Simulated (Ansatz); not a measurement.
This geometry of H2Se + H4OSi (9 atoms, charge 0, multiplicity 1) is a first-order saddle point.

The calculation used Ansatz 0.2.0, UKS PBE-D4/def2-SVP.

```xyz
9
Properties=species:S:1:pos:R:3
Si -0.584 -0.508 0.314
H 0.651 -1.480 -0.487
H -1.506 -1.569 -0.225
H -0.150 -0.836 1.709
O -1.529 0.824 -0.056
H 1.165 -0.688 -0.342
Se 1.630 1.105 0.167
H -1.052 1.651 0.163
H 1.375 1.501 -1.243
```

(1) Which two structures does it join? (They come from a converged band through this point; their orientation in space is the band's.)

(2) How far does it lie above each of them?

Results:

(1) Bonds broken: Si1–H2, H6–Se7. Bonds formed: Si1–Se7, H2–H6. H2Se + H4OSi becomes H2 + H4OSeSi.

Image 0:

```xyz
9
Properties=species:S:1:pos:R:3
Si -1.106 -0.894 0.354
H -0.145 -1.590 -0.586
H -2.456 -1.535 0.223
H -0.586 -1.126 1.754
O -1.307 0.728 -0.012
H 2.217 0.178 0.061
Se 1.997 1.628 -0.172
H -0.459 1.227 0.006
H 1.845 1.385 -1.628
```

Image 8:

```xyz
9
Properties=species:S:1:pos:R:3
Si -0.628 0.178 0.251
H 1.554 -2.799 -0.099
H -0.993 -0.837 -0.785
H -0.385 -0.453 1.596
O -1.908 1.263 0.242
H 1.729 -2.059 -0.224
Se 1.408 1.158 -0.204
H -1.787 2.042 0.815
H 1.010 1.508 -1.592
```

(2) 142.5 kJ/mol above the first and 174.7 kJ/mol above the second. This is the barrier of this one path; another mechanism may lie lower. The orbitals stay closed-shell, which can raise the energy where a bond breaks towards radicals; this wasn't checked here.

The run took 5.3 min on 2 threads of Arm Neoverse V1 (shared host), peak memory 0.16 GiB.
